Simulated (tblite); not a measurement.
C5H6AlClS2.
Atom-mapped SMILES: `[CH3:1][C:2]#[C:3][C@H:4]1[CH2:5][S:6][Al:7]([Cl:8])[S:9]1` (hydrogens: H10, H11, H12 on C1; H13 on C4; H14, H15 on C5)

Computed with GFN2-xTB (tblite), gas phase: L-BFGS steps from a force-field or distance-geometry start until the largest atomic force falls under 0.01 eV/Å.

Step 0: E = -705.3035 eV
```
atom  x, y, z in Å  |  force x, y, z in eV/Å
C1     -3.3771    0.1007    0.0423   -0.454   0.005   0.100
C2     -1.9430   -0.0088    0.2079    2.040  -0.139   0.284
C3     -0.7356   -0.1129    0.3643   -2.015   0.191  -0.400
C4      0.7063   -0.2192    0.5261   -0.562  -1.169   0.465
C5      1.3445   -0.7916   -0.7452   -0.536   0.301  -0.682
S6      3.1046   -1.2099   -0.5072    0.272   0.002   0.155
Al7     3.3994    0.8632    0.2619    0.304   1.288  -1.844
Cl8     4.4390    2.2970   -1.0577   -0.658  -1.229   1.413
S9      1.3720    1.4164    1.0064    0.458   0.332   0.242
H10    -3.9058   -0.5010    0.8225    0.416   0.453  -0.599
H11    -3.6884    1.1654    0.1407    0.208  -0.708  -0.072
H12    -3.6717   -0.2709   -0.9617    0.158   0.222   0.596
H13     0.8897   -0.9323    1.3811   -0.034   0.545  -0.601
H14     0.8281   -1.7273   -1.0483    0.295   0.454   0.284
H15     1.2334   -0.0607   -1.5918    0.109  -0.549   0.658
```

Step 1: E = -705.3984 eV
```
atom  x, y, z in Å  |  force x, y, z in eV/Å
C1     -3.3835    0.1008    0.0437    0.722  -0.037   0.081
C2     -1.9138   -0.0108    0.2120   -5.634   0.487  -0.667
C3     -0.7644   -0.1102    0.3586    5.324  -0.484   0.599
C4      0.6983   -0.2359    0.5328   -0.865  -0.300  -0.192
C5      1.3369   -0.7873   -0.7549   -0.272   0.071   0.113
S6      3.1085   -1.2099   -0.5049    0.111   0.125   0.132
Al7     3.4037    0.8816    0.2356    0.067   0.966  -1.611
Cl8     4.4296    2.2795   -1.0376   -0.476  -0.977   1.188
S9      1.3786    1.4211    1.0099    0.307  -0.005   0.140
H10    -3.8999   -0.4945    0.8139    0.273   0.233  -0.307
H11    -3.6854    1.1552    0.1397    0.154  -0.405  -0.031
H12    -3.6695   -0.2677   -0.9532    0.132   0.130   0.374
H13     0.8892   -0.9245    1.3726   -0.028   0.166  -0.209
H14     0.8323   -1.7208   -1.0442    0.158   0.203   0.137
H15     1.2350   -0.0686   -1.5824    0.027  -0.173   0.254
```

**Question.** Estimate the geometry and energy of step 2. (The exact step hangs on the optimiser's Hessian estimate; all steps are aligned on step 1, rigid shifts and turns removed.)

**Answer.** E = -705.6385 eV, largest force 1.127 eV/Å
```
atom  x, y, z in Å  |  force x, y, z in eV/Å
C1     -3.3839    0.1005    0.0460    0.726   0.007  -0.119
C2     -1.9344   -0.0084    0.2102   -0.375   0.035  -0.005
C3     -0.7463   -0.1117    0.3579   -0.119  -0.089  -0.003
C4      0.6814   -0.2571    0.5383   -0.062   0.616  -0.870
C5      1.3259   -0.7819   -0.7646    0.220  -0.300   1.064
S6      3.1138   -1.2087   -0.5013   -0.091   0.286   0.098
Al7     3.4091    0.9108    0.1916   -0.507   0.215  -0.981
Cl8     4.4148    2.2510   -1.0043    0.015  -0.315   0.597
S9      1.3886    1.4263    1.0150    0.264  -0.256   0.049
H10    -3.8908   -0.4852    0.8016   -0.049  -0.114   0.152
H11    -3.6807    1.1403    0.1383   -0.019   0.108   0.019
H12    -3.6658   -0.2630   -0.9404   -0.001  -0.014  -0.020
H13     0.8884   -0.9144    1.3612    0.121  -0.388   0.415
H14     0.8384   -1.7118   -1.0385   -0.039  -0.175  -0.054
H15     1.2369   -0.0788   -1.5697   -0.085   0.385  -0.341
```

The energy changes by -0.2402 eV. The first-order estimate −F·Δx gives -0.4499 eV and the mean of the old and new forces, exact on a quadratic surface, -0.2382 eV. The step makes an angle of 54° with the force vector and moves no atom by more than 0.053 Å.

What follows is the cost of the whole relaxation. The run took 0.9 s of wall time on one thread, Arm Neoverse V1 (aarch64), shared host with 64 logical CPUs at a one-minute load of 34.
